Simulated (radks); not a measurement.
Values are calculated unless marked as measured or tabulated.
Task: The mean radii <r> (bohr) of the occupied orbitals of an atom or ion are listed with their occupations. Level of theory: Dirac Kohn-Sham, PBE, spin-unpolarised, spherical densities, finite nucleus; Fermi nuclear charge, rms radius of each element as measured or else 0.836 A^(1/3) + 0.57 fm (a radial shooting solver on a logarithmic mesh with Libxc functionals).

orbital  occ.      <r>
1s1/2       2  0.03428
2s1/2       2   0.1493
2p1/2       2   0.1271
2p3/2       4   0.1318
3s1/2       2   0.4152
3p1/2       2   0.4090
3p3/2       4   0.4196
3d3/2       4   0.3970
3d5/2       6   0.4005
4s1/2       2    1.058
4p1/2       2    1.152
4p3/2       4    1.183
4d3/2       4    1.714
4d5/2       1    1.737
5s1/2       2    3.305

Name the element and its charge. Open shells, if any, fill j = l - 1/2 first.

Result: Z = 43, technetium, charge 0: Tc in [Kr] 4d5 5s2. The 1s radius gives Z: for a bare nucleus <r> = (2 gamma + 1)/(2Z) with gamma = sqrt(1 - (Z/c)^2), 0.03371 bohr for Z = 43, and screening makes it slightly larger (0.03428 here). The occupations add up to 43, and the charge is Z minus that.
